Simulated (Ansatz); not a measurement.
C$_{3}$H$_{7}$BF$_{2}$ (`CC(C)B(F)F`), relaxed with RKS PBE-D4/def2-SVP in the Gaussian-basis code of Ansatz from a rough embedded geometry. The force threshold is 0.03 eV/Å; the program also tests the step.

Charge 0, multiplicity 1.

Start:

```xyz
13

C    -0.112    0.156    1.412
C     0.082   -0.406    0.016
C     1.105    0.435   -0.708
B    -1.233   -0.524   -0.863
F    -1.777   -1.756   -1.281
F    -2.018    0.731   -1.138
H    -0.545    1.188    1.335
H     0.776    0.129    1.979
H    -0.919   -0.446    1.909
H     0.476   -1.430    0.103
H     2.083    0.451   -0.167
H     0.801    1.473   -0.878
H     1.281   -0.002   -1.718
```

By how much does the energy fall, and how many steps does the optimiser take? (An estimate is asked.)

Computed: 0.79 eV, in 23 steps, 5 of them rejected.

Which bonds change most? (An estimate is asked.)

The calculation gave: B4–F6 from 1.506 to 1.336 Å; B4–F5 from 1.410 to 1.336 Å; C1–H8 from 1.054 to 1.110 Å; C2–C3 from 1.509 to 1.547 Å.

Give the relaxed structure. (Estimate.)

Ansatz gave: 
```xyz
13

C    -0.172    0.242    1.420
C     0.042   -0.404    0.045
C     1.136    0.322   -0.774
B    -1.270   -0.481   -0.822
F    -1.339   -1.250   -1.913
F    -2.365    0.231   -0.543
H    -0.531    1.288    1.321
H     0.771    0.269    2.004
H    -0.924   -0.306    2.023
H     0.382   -1.456    0.183
H     2.100    0.330   -0.224
H     0.860    1.380   -0.966
H     1.311   -0.165   -1.755
```
